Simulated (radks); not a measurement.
The numbers below are computed, except where a source is named.
Spin polarisation of the 3d3 shell in the chromium ion Cr3+. Start: [Ar] 3d(up 1.5, down 1.5); electrons of 3d are moved from spin down to spin up, other shells keep equal spins. Code: a radial shooting solver on a logarithmic mesh with Libxc functionals. Model: scalar-relativistic Kohn-Sham, PBE, spin-polarised, spherical densities, finite nucleus; Fermi nuclear charge, rms radius of each element as measured or else 0.836 A^(1/3) + 0.57 fm.

| moment (Bohr magnetons) | E - E(0) (eV) | e(3d up) (eV) | e(3d down) (eV) | 3p down minus up (eV) | 3s down minus up (eV) | 2p down minus up (eV) |
|---|---|---|---|---|---|---|
| 0 | 0.000 | -39.121 | -39.121 | 0.000 | 0.000 | 0.000 |
| 0.75 | -0.151 | -39.503 | -38.696 | 0.855 | 0.872 | 0.259 |
| 1.5 | -0.606 | -39.846 | -38.229 | 1.713 | 1.746 | 0.517 |
| 2.25 | -1.364 | -40.148 | -37.716 | 2.575 | 2.624 | 0.775 |
| 3 | -2.431 | -40.413 | -37.150 | 3.444 | 3.508 | 1.031 |

At moment 3 the spin-polarisation energy is -2.431 eV and the 3d exchange splitting 3.263 eV, that is 1.088 eV per Bohr magneton; E = -I m^2/4 would give I = 1.081 eV.
